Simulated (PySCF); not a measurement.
Species: Ga(AsH3)F3.
Bonds: Ga1–As2, Ga1–F6, Ga1–F7, Ga1–F8. Hydrogens: H3, H4, H5 on As2.

Computed with PBE0-D3(BJ)/def2-SVP geometry optimisation, gas phase (PySCF 2.14.0).

Q: How far are the bound atoms from Ga1?

A: 4 atoms: F6 1.751 Å, F8 1.752 Å, F7 1.753 Å, As2 2.572 Å. The nearest atom not counted as bound is H5, at 3.52 Å.

Q: List the angles at Ga1.

A: 
```json
{"angle": "F7–Ga1–F8", "degrees": "117.4", "distance of the outer atoms (Å)": "3.00"}
{"angle": "F6–Ga1–F8", "degrees": "117.4", "distance of the outer atoms (Å)": "2.99"}
{"angle": "F6–Ga1–F7", "degrees": "117.1", "distance of the outer atoms (Å)": "2.99"}
{"angle": "As2–Ga1–F6", "degrees": "100.6", "distance of the outer atoms (Å)": "3.37"}
{"angle": "As2–Ga1–F8", "degrees": "99.4", "distance of the outer atoms (Å)": "3.34"}
{"angle": "As2–Ga1–F7", "degrees": "98.5", "distance of the outer atoms (Å)": "3.32"}
```

Q: What is the shape at Ga1?

A: Distorted tetrahedral: angles from 98.5° to 117.4°; τ4 = (360° − α − β)/141° = 0.89 with α and β the two widest (0 for a square, 1 for a tetrahedron).

Q: What are the other bond lengths?

A: As2–H3, As2–H4, As2–H5 1.505 Å.

Charge 0, singlet. Stationary, but not proved a minimum.

On one thread, Arm Neoverse V2 (aarch64), on a shared host, this took 39 s of wall time and 0.49 GiB of memory at its peak. That covers the optimisation of the geometry.
